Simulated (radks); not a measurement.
Initial-state core-level shifts of the erbium ion Er+ when its valence configuration changes from [Xe] 4f12 6s1. Calculated with a radial shooting solver on a logarithmic mesh with Libxc functionals: scalar-relativistic Kohn-Sham, PBE, spin-unpolarised, spherical densities, finite nucleus; Fermi nuclear charge, rms radius 5.2516 fm. Shifts are changes of the shell-averaged eigenvalues in eV (positive: less bound); the change of the density at the nucleus, which sets a Mossbauer isomer shift, is in e/bohr^3, on a base of 9.197e+05.

valence                3s       4s       4p      5p  density at nucleus
4f13               +6.948   +6.884   +6.815  +4.215              -63.33
4f10 5d2 6s1      -17.091  -16.251  -15.908  -6.488              +82.34
4f12 6s0.5 6p0.5   -0.702   -0.708   -0.710  -0.727              -20.23
4f11 6s0.5 6p1.5  -12.206  -11.936  -11.804  -7.450              +22.18
4f11 5d1 6s1       -7.937   -7.643   -7.500  -3.302              +37.67
4f12 6p1           -1.391   -1.403   -1.406  -1.440              -41.22
4f12.5 6s0.5       +4.013   +3.961   +3.918  +2.373              -35.54
4f10 5d1 6s2      -19.574  -18.735  -18.398  -8.766             +145.92
4f12.5 6p0.5       +3.336   +3.276   +3.231  +1.642              -54.57
